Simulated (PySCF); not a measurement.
## Shifts of the heteroatoms

Atoms are numbered as in `[CH2:1]=[CH:2][C:3](=[O:4])[CH2:5][CH2:6][NH2:7]`. Each H is labelled by its parent atom. Ha(C1) is cis to C3; Hb(C1) is trans to C3.

Computed data (PySCF 2.14): structure optimised with GFN2-xTB, shieldings: GIAO PBE0/pcSseg-1. A single conformation, non-relativistic, rapidly exchanging positions averaged, in vacuum.

Problem. Predict the 15N NMR data.

Solution. 
```json
{"atoms": "N7", "environment": "amine nitrogen", "σ (ppm)": "231.8", "δ (ppm)": "-361.6"}
```

Shieldings were converted by a linear fit to measured shifts: 15N: δ = -148.07 − 0.921σ (rms 6.3 ppm, 71 shifts vs CH3NO2, solution or neat liquid). A few per cent of atoms miss by over 2 rms, more outside the fitted compound classes.

On a 500 MHz spectrometer 15N resonates near 50.7 MHz, so 1 ppm is 50.7 Hz.

Problem. Predict the 17O NMR data.

Solution. 
```
atoms    environment  σ (ppm)  δ (ppm)
   O4  ketone oxygen   -286.2    527.4
```

Shieldings were converted by a linear fit to measured shifts: 17O: δ = 266.70 − 0.911σ (rms 10.7 ppm, 155 shifts, 12.2 ppm with the 3 outliers that the fit left out vs liquid water, solution or neat liquid). A few per cent of atoms miss by over 2 rms, more outside the fitted compound classes.

On a 300 MHz spectrometer 17O resonates near 40.7 MHz, so 1 ppm is 40.7 Hz.
